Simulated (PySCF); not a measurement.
## How methods differ on the ionisation energy of Se(2+)

Se(2+) [Ar] 3d10 4s2 4p2 (3P) → Se(3+) [Ar] 3d10 4s2 4p1 (2P), as a difference of total energies. All numbers are calculated (PySCF 2.14, scalar relativity through the core potential, in aug-cc-pVTZ-PP with one added diffuse shell each of s, d, f type with ECP10MDF (7s5p5d3f, 68 functions)). Correlated levels: valence: 3s2 3p6 3d10 frozen. The calculations carry no spin-orbit coupling.

```tsv
method	ionisation energy (eV)	difference from reference (eV)
UHF	30.996	-0.701
MP2 (valence)	31.394	-0.303
SCS-MP2 (valence)	31.317	-0.380
CCSD (valence)	31.428	-0.269
CCSD(T) (valence)	31.451	-0.246
```

Reference: 31.697 ± 0.019 eV (measured; NIST Atomic Spectra Database, ionization energies).

The reference lies between the lowest fine-structure levels, while these numbers refer to the centres of the terms.

Errors of the correlated levels include the incompleteness of this basis and the frozen core.
